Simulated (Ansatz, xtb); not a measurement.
**Relative energy of two isomers of F4OSi2**

Structure X: `F[Si]O[Si](F)(F)F`, a singlet. Structure Y: `F[Si]1(F)O[Si]1(F)F`, a singlet. Both are isolated molecules in the gas phase, relaxed with r2SCAN-D4/def2-SVP; the shapes shown needn't be the lowest conformers.

X (Å):

| atom | x (Å) | y (Å) | z (Å) |
| --- | --- | --- | --- |
| F | -3.7596 | 1.4120 | -0.4934 |
| F | -0.4870 | 0.3914 | -1.6249 |
| F | -0.7160 | 0.0974 | 0.9391 |
| F | -0.2344 | -1.9502 | -0.5615 |
| O | -2.6254 | -0.8445 | -0.6485 |
| Si | -4.1571 | -0.1625 | -0.7090 |
| Si | -1.0287 | -0.5713 | -0.4746 |

Y (Å):

```yaml
atoms:
  - { symbol: F, position_ang: [-3.9373, 0.1568, 0.6642] }
  - { symbol: F, position_ang: [-2.0665, -1.2541, 1.6750] }
  - { symbol: F, position_ang: [-1.4950, 1.1348, -2.4903] }
  - { symbol: F, position_ang: [0.3756, -0.2763, -1.4791] }
  - { symbol: O, position_ang: [-2.2313, -1.1483, -1.0939] }
  - { symbol: Si, position_ang: [-2.4480, -0.3693, 0.3948] }
  - { symbol: Si, position_ang: [-1.1558, 0.1482, -1.2742] }
```

**Question.** Estimate which is lower in electronic energy at CCSD(T)/def2-SVP + ΔMP2/def2-TZVPP, and by roughly how much.

**Answer.** The CCSD(T)/def2-SVP + ΔMP2/def2-TZVPP calculation puts structure X lower, by 115.6 kJ/mol.

The same difference at several levels:

| level | geometry | E(Y) − E(X) (kJ/mol) | departure from the last row (kJ/mol) | job, with rough time for the two |
| --- | --- | --- | --- | --- |
| r2SCAN-D4/def2-SVP | r2SCAN-D4/def2-SVP | +98.6 | −17.0 | optimisation, 39 s |
| HF/def2-SVP | r2SCAN-D4/def2-SVP | +176.3 | +60.7 | part of the CCSD(T) run |
| MP2/def2-SVP | r2SCAN-D4/def2-SVP | +126.5 | +10.9 | part of the CCSD(T) run |
| CCSD(T)/def2-SVP | r2SCAN-D4/def2-SVP | +139.5 | +23.9 | single point |
| CCSD(T)/def2-SVP + ΔMP2/def2-TZVPP | r2SCAN-D4/def2-SVP | +115.6 |  | single point, 20 s |

As drawn, Y has 1 Si–Si more. Structure X has no ring, Y a 3-membered ring.

None of the levels shown reverses the order. The largest departure from CCSD(T)/def2-SVP + ΔMP2/def2-TZVPP is that of HF/def2-SVP, 60.7 kJ/mol. Levels run at GFN2-xTB geometries aren't shown. The last row adds to CCSD(T) the change of the MP2 difference between the two basis sets, here −23.9 kJ/mol, a large step that makes the value less sure.

With harmonic frequencies from r2SCAN-D4/def2-SVP (ideal gas, rigid rotor, one conformer each, 200 K, 1 atm): on the last row, ΔE + ΔZPE = +117.2 kJ/mol. A mode under 50 cm⁻¹ makes harmonic enthalpies and free energies unreliable, so none is given.

The correlated steps freeze 15 core orbitals. Codes used: Ansatz 0.2.0; the last row on 2 threads of Intel(R) Xeon(R) 6975P-C (Granite Rapids) on a shared host.
